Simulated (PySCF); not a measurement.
silylarsine anion (AsH5Si), SMILES [SiH3][AsH2] (connectivity only; charge and spin as stated), charge -1, multiplicity 2. Atoms are numbered in the order given.

```xyz
7

Si    -1.8369    -0.0714     0.0000
As     0.9335     0.0564     0.0000
H     -1.9676     0.8857     1.1777
H     -1.9676     0.8857    -1.1777
H     -3.3050    -0.6259     0.0000
H      1.0753    -1.0037     1.0953
H      1.0753    -1.0037    -1.0953
```
Charge -1, spin multiplicity 2.

The structure is a stationary point at PBE0-D3(BJ)/def2-SVPD. The spin state was assumed, not searched.

Method: PBE0-D3(BJ)/def2-SVPD in PySCF 2.14.0.

Frequencies are harmonic and unscaled.

```tsv
mode	ν (cm⁻¹)	IR (km/mol)	moving atoms (share of kinetic energy)
1	98	2.2	H 98 %
2	147	0.5	Si 61 %, As 29 %, H 10 %
3	292	8.1	H 96 %
4	332	3.6	H 93 %
5	508	0.5	H 93 %
6	524	12.0	H 91 %
7	841	220.8	H 94 %
8	931	212.5	H 96 %
9	950	33.4	H 99 %
10	980	22.2	H 99 %
11	1769	881.3	H 97 %
12	2041	186.1	H 98 %
13	2050	249.4	H 96 %
14	2162	139.1	H 99 %
15	2176	173.8	H 99 %
```
